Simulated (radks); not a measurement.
Results of a calculation; reference values are marked as such.
Question: Species: the praseodymium ion Pr3+. Configuration: [Xe] 4f2 (the NIST ground configuration). Code: a radial shooting solver on a logarithmic mesh with Libxc functionals. Model: Dirac Kohn-Sham, PBE, spin-unpolarised, spherical densities, point nucleus; open shells are shared between the two j in proportion to 2j + 1.

Spin-orbit splittings of the eigenvalues, e(l+1/2) - e(l-1/2), with zeta = 2 splitting/(2l+1) and mean radii in bohr:

shell  occ.  splitting (eV)  zeta (eV)  <r> j=l-1/2  <r> j=l+1/2
2p        6           482.2      321.5      0.08605      0.09236
3p        6           95.52      63.68       0.2617       0.2740
3d       10           20.58      8.232       0.2453       0.2491
4p        6           20.68      13.79       0.6387       0.6662
4d       10           3.652      1.461       0.7173       0.7270
4f        2          0.4006     0.1145        1.008        1.018
5p        6               ?          ?        1.629        1.702
5d        0          0.3378     0.1351        2.286        2.315

Estimate the 5p splitting.

Answer: 3.129 eV (zeta = 2.086 eV).
